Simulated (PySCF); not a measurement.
## Mercury: a sound run and one with changed settings

Sound run: Hg⁺ [Xe] 4f14 5d10 6s1, Hg²⁺ [Xe] 4f14 5d10. Computed with PySCF 2.14 in def2-SVP with the def2 core potential (60 electrons) (6s3p2d1f, 32 functions), with scalar relativity through the core potential. In the sound run the correlated levels freeze 5s2 5p6 outside the core potential. The sound run starts from symmetry-adapted Hartree-Fock orbitals and uses a fine grid where one is needed.

Changed run: all electrons correlated in a basis built for the valence shell.

```
species  method  sound run (hartree)  changed run (hartree)  converged
    Hg⁺     MP2           -152.48137             -152.54839        yes
   Hg²⁺     MP2           -151.80358             -151.86416        yes
```

Ionisation energy of Hg⁺:

```csv
method,sound run (eV),changed run (eV)
UHF,17.160,17.160
MP2,18.444,18.619
SCS-MP2,18.280,18.401
```

A valence basis has no tight correlating functions, so it recovers only part of the core correlation, and not evenly between atom and ion.

For comparison, NIST gives 18.757 eV between the lowest levels.
